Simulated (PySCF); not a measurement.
Species: C4H8GeOSi.
Bonds: C1–C2, C2–O3 (double), C2–Si4, Si4–C5, C5–C6 (triple), C6–Ge7. Hydrogens: H8, H9, H10 on C1; H11, H12 on Si4; H13, H14, H15 on Ge7.

Method: PySCF 2.14.0, PBE0-D3(BJ)/def2-SVP geometry optimisation, gas phase.

(1) Give the optimised bond lengths and angles.

Results:

(1) 
```tsv
bond	length (Å)	order
C1–C2	1.501	single
C2=O3	1.210	double
C2–Si4	1.943	single
Si4–C5	1.835	single
C5≡C6	1.225	triple
C6–Ge7	1.904	single
C1–H8, C1–H9, C1–H10	1.101	single
Si4–H11, Si4–H12	1.490	single
Ge7–H13, Ge7–H14, Ge7–H15	1.535	single
```

Bonds in one row agree within 0.01 Å and their mean is given. Orders are formal, as drawn. A selection of angles:
```tsv
angle	degrees
C2–C1–H8	110.3
H8–C1–H9	110.5
H9–C1–H10	106.1
C1–C2–O3	123.1
C1–C2–Si4	120.8
O3–C2–Si4	116.1
C2–Si4–C5	111.1
C2–Si4–H11	107.7
C5–Si4–H11	110.0
H11–Si4–H12	110.0
Si4–C5–C6	176.5
C5–C6–Ge7	179.7
C6–Ge7–H13	108.5
C6–Ge7–H15	108.8
H13–Ge7–H14	110.3
```

Dihedral angles: C1–C2–Si4–C5 8° (synperiplanar). The mirror-image conformer, all signs reversed, is as good.

Si4 (SiH2 silicon) is tetrahedral (angles from 107.7° to 111.1°). Ge7 (germanium bonded to C and 3 H) is tetrahedral (angles from 108.5° to 110.4°). The C–Si distances run from 1.835 Å (Si4–C5, drawn single) to 1.943 Å (C2–Si4, drawn single), a spread of 0.108 Å. The 2 C–C bonds span 1.225 Å (C5≡C6, drawn triple) to 1.501 Å (C1–C2, drawn single), a spread of 0.276 Å.

Point group: near Cs, missed by 0.40 Å at most; the miss may be what the optimiser left on a soft mode. Stationary, but not proved a minimum. The numbers are those of one conformer.

On one thread, Arm Neoverse N1 (aarch64), no GPU, shared host with 64 logical CPUs at a one-minute load of 62, this took 5.6 min of wall time and 0.68 GiB of memory at its peak. This is the geometry optimisation.
